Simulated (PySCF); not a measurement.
CF, SMILES [C]F (connectivity only; charge and spin as stated), charge +1, multiplicity 1.

The structure is a stationary point at PBE0-D3(BJ)/def2-TZVPD.

Two levels are set side by side: TDA-PBE/def2-TZVPD (PySCF) and ADC(2)/aug-cc-pVDZ (PySCF). Vertical, same geometry; the bases differ. Differences are taken from unrounded values.

```tsv
quantity	ADC(2)
lowest singlet excitation (eV)	8.49
```

Question: What does TDA-PBE give, and how far is it from ADC(2)? (An estimate is asked for; the answer gives what the named calculation found.)

Answer: 
```csv
quantity,TDA-PBE,TDA-PBE minus ADC(2)
lowest singlet excitation (eV),8.47,-0.01
```

Here PBE gives about what the other level gives.

Rough cost on one machine, each run with all the roots and properties that it gave: ADC(2) against TDA-PBE within a factor of 2.
